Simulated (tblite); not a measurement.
C₅H₁₁ClSi₂.
Atom-mapped SMILES: `[SiH3:1][C:2]1=[CH:3][SiH2:4][C@H:5]1[CH2:6][CH2:7][Cl:8]` (hydrogens: H9, H10, H11 on Si1; H12 on C3; H13, H14 on Si4; H15 on C5; H16, H17 on C6; H18, H19 on C7)

The geometry is computed with GFN2-xTB (gas phase).

(1) List the bond lengths, angles and torsions at this level.

Answers

(1) 
| bond | length (Å) |
| --- | --- |
| Si1–C2 | 1.877 |
| C2=C3 | 1.345 |
| C3–Si4 | 1.884 |
| Si4–C5 | 1.935 |
| C5–C6 | 1.522 |
| C6–C7 | 1.518 |
| C7–Cl8 | 1.784 |
| C2–C5 | 1.520 |
| Si1–H9, Si1–H10, Si1–H11 | 1.466 |
| C3–H12 | 1.079 |
| Si4–H13 | 1.461 |
| Si4–H14 | 1.465 |
| C5–H15 | 1.093 |
| C6–H16 | 1.094 |
| C6–H17 | 1.094 |
| C7–H18 | 1.090 |
| C7–H19 | 1.091 |

Bonds in one row agree within 0.01 Å and their mean is given. A selection of angles:
| angle | degrees |
| --- | --- |
| Si1–C2–C3 | 130.5 |
| Si1–C2–C5 | 125.6 |
| C3–C2–C5 | 104.0 |
| C2–C3–Si4 | 95.5 |
| C3–Si4–C5 | 72.5 |
| Si4–C5–C6 | 118.7 |
| C2–C5–Si4 | 88.0 |
| C2–C5–C6 | 114.0 |
| C5–C6–C7 | 112.2 |
| C6–C7–Cl8 | 111.2 |

Dihedral angles: Si1–C2–C3–Si4 179° (antiperiplanar); C2–C3–Si4–C5 1° (synperiplanar); C3–Si4–C5–C6 -117° (anticlinal); Si4–C5–C6–C7 -71° (synclinal); C5–C6–C7–Cl8 -64° (synclinal); Si1–C2–C5–Si4 -179° (antiperiplanar).

Si4 (SiH2 silicon) has angles from 72.5° to 119.5°. The 4-membered ring C2–C3–Si4–C5 has internal angles of 72.5° to 104.0°; it is planar, 0.01 Å rms from its mean plane, widest ring torsion 1°. Of the pairs four or more bonds apart, Cl8···H15 is among the closest relative to their van der Waals radii: 2.77 Å, 94 % of the sum of Bondi's values. Si1 (SiH3 silicon) is tetrahedral (angles from 108.9° to 110.6°). The C–Si distances run from 1.877 Å (Si1–C2, drawn single) to 1.935 Å (Si4–C5, drawn single), a spread of 0.058 Å. The C–C distances run from 1.345 Å (C2=C3, drawn double) to 1.522 Å (C5–C6, drawn single), a spread of 0.177 Å.

Point group: C1 (no symmetry element, even within 0.4 Å). Its GFN2-xTB frequencies are all real (lowest 36 cm⁻¹). One conformer, not necessarily the lowest. 3 starts were optimised and ended at 0.00, 0.39 and 1.27 kcal/mol (GFN2-xTB); the lowest of these is shown.
